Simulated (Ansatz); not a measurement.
Stretching the Zn1–H2 bond in FHZn (SMILES [F][ZnH]) (multiplicity 1 held, fragments rigid). Energies count from the point at 1.505 Å.
Geometry at that point (charge 0, multiplicity 1):
```xyz
3

Zn     0.00000     0.00000    -0.35812
H      0.00000     0.00000    -1.86358
F      0.00000     0.00000     1.40080
```

Restricted levels (R-, RO-) in cc, def2 and unpolarised 6-31G sets keep to the state of the molecule at rest. Active spaces are followed from a long bond inwards. Curves can end on different states.

Frozen-core correlation.

Run with Ansatz (a quantum-chemistry and plane-wave program) with Gaussian orbitals. 

Problem. What is the computed energy at R = 4.817 Å (FIC-MRCISD on CASSCF(2,2)/def2-SVP)?

Solution. 321 kJ/mol

Problem. Give the energy at R = 4.817 Å at the level FIC-MRCISD+Q on CASSCF(2,2)/def2-SVP.

Solution. 328 kJ/mol

Problem. Predict the energy at R = 4.817 Å from R-SCS-MP2/def2-SVP.

Solution. 429 kJ/mol

Doubts at one or more of the structures used: a restricted determinant that unrestricted orbitals would lower (R-SCS-MP2/def2-SVP).
